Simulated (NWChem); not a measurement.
Molecule: AlH₂I; SMILES [I][AlH2]

```xyz
4

Al     0.0000     0.0000    -1.9579
H      0.0000     1.3996    -2.6935
H      0.0000    -1.3996    -2.6935
I      0.0000     0.0000     0.5166
```
Atoms are numbered in this order, from 1.

Level: PBE0/def2-SVP with def2 effective core potentials on I (NWChem), optimised geometry, unscaled harmonic frequencies. def2 effective core potentials on I; no spin-orbit coupling.

**Question.** List the harmonic frequencies with IR intensities, and the thermochemistry.

**Answer.** 
```csv
frequency (cm⁻¹),IR intensity (km/mol)
358,35.5
471,37.8
580,178.5
768,365.3
1959,108.8
1978,196.7
```

The zero-point energy comes out as 8.7 kcal/mol. The thermal correction to the enthalpy at 298.15 K (with zero-point energy) comes out as 11.6 kcal/mol. The heat capacity Cv comes out as 10.6 cal/(mol K) and the entropy at 298.15 K and 1 atm (symmetry number 2) is 65.2 cal/(mol K).

Rigid rotor and harmonic oscillator.
